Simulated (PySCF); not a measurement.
**How methods differ on the ionisation energy of Pr(3+)**

Pr(3+) [Xe] 4f2 [4f5/2^2, M_J = 4] → Pr(4+) [Xe] 4f1 [4f5/2^1, M_J = 5/2], as a difference of total energies. Calculation: PySCF 2.14, in x2c-SVPall-2c; the two-component X2C-1e Hamiltonian. Correlated levels: [Ar] 3d10 frozen; the 16 highest virtual spinors dropped. "Screened" scales the spin-orbit matrix elements by Boettger's factors to mimic the two-electron term; Breit and QED terms are absent.

```json
{"method": "GHF (spin-free)", "ionisation energy (eV)": "37.663", "difference from reference (eV)": "-1.318"}
{"method": "GMP2 (spin-free)", "ionisation energy (eV)": "37.365", "difference from reference (eV)": "-1.616"}
{"method": "GHF (screened spin-orbit)", "ionisation energy (eV)": "37.697", "difference from reference (eV)": "-1.284"}
{"method": "GMP2 (screened spin-orbit)", "ionisation energy (eV)": "37.403", "difference from reference (eV)": "-1.578"}
```

Reference: 38.981 ± 0.025 eV (semi-empirical (NIST evaluation); NIST Atomic Spectra Database, ionization energies).

The spin-free rows relax to the high-spin LS determinant and lack the spin-orbit shift.

Errors of the correlated levels include the incompleteness of this basis and the frozen core.

The labels give the starting determinants; with spin-orbit coupling the two ends relaxed to ⟨J²⟩ = 20.89, ⟨L²⟩ = 29.72, ⟨S²⟩ = 1.98 and ⟨J²⟩ = 8.82, ⟨L²⟩ = 12.05, ⟨S²⟩ = 0.79.

The determinant of Pr(3+) mixes levels of different J (the jj label is only the starting occupation), so the difference between spin-free and spin-orbit rows is not the physical spin-orbit shift.
